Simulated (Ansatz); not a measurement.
`F[Si](F)(F)[SiH2]Cl` → `F[SiH](F)F` + `[SiH]Cl` at 400 K and 1 bar (silylene formation by 1,1-elimination).

Isolated molecules relaxed with PBE0-D4/def2-TZVP in Ansatz; ΔE leaves out vibrations. CCSD(T)/CBS is the MP2 limit (def2-TZVPP, def2-QZVPP) plus CCSD(T) − MP2 in def2-TZVPP, frozen cores. This one scheme is used for every species. One conformer a species, not always the lowest.

```
              species  CCSD(T)/CBS energy (Eh)  H − E (kJ/mol)  S (J/(mol·K))
`F[Si](F)(F)[SiH2]Cl`              -1338.77337           111.7          421.0
         `F[SiH](F)F`               -589.26725            67.9          298.2
            `[SiH]Cl`               -749.43948            35.1          263.9
```

H − E and S are ideal-gas, rigid-rotor, harmonic terms from PBE0-D4/def2-TZVP, for one conformer and one mirror image of each species. 1 Eh = 2625.50 kJ/mol, R = 8.31446 J/(mol·K).

**Question.** By hand: ΔE, ΔH, ΔS and ΔG.

**Answer.** ΔE = (-589.26725) + (-749.43948) − (-1338.77337) = 0.06664 Eh = 175.0 kJ/mol. Δ(H − E) = 67.9 + 35.1 − 111.7 = -8.7, so ΔH = 166.3 kJ/mol. ΔS = 298.2 + 263.9 − 421.0 = 141.1 J/(mol·K). ΔG = 166.3 − 400 × (141.1)/1000 = 109.9 kJ/mol.

**Question.** By hand: the equilibrium constant, and the temperature at which ΔG would vanish if ΔH and ΔS stayed fixed.

**Answer.** log₁₀ K = −ΔG/(RT ln 10) = -14.4. ΔG = 0 at ΔH/ΔS = 1179 K.

The number of gas molecules changes by +1, which sets the sign of ΔS. A doubt of 5 kJ/mol in ΔE shifts log₁₀ K by 0.7 here. Other conformers and mirror images would add mixing entropy, several J/(mol·K) or more a flexible species. Modes under 60 cm⁻¹, often nearly free rotors, make the harmonic entropy too high. These are equilibria of isolated gas molecules and say nothing of rates. Largest T1 diagnostic: 0.013 (customary marks: 0.02 for closed shells, 0.045 for open ones).
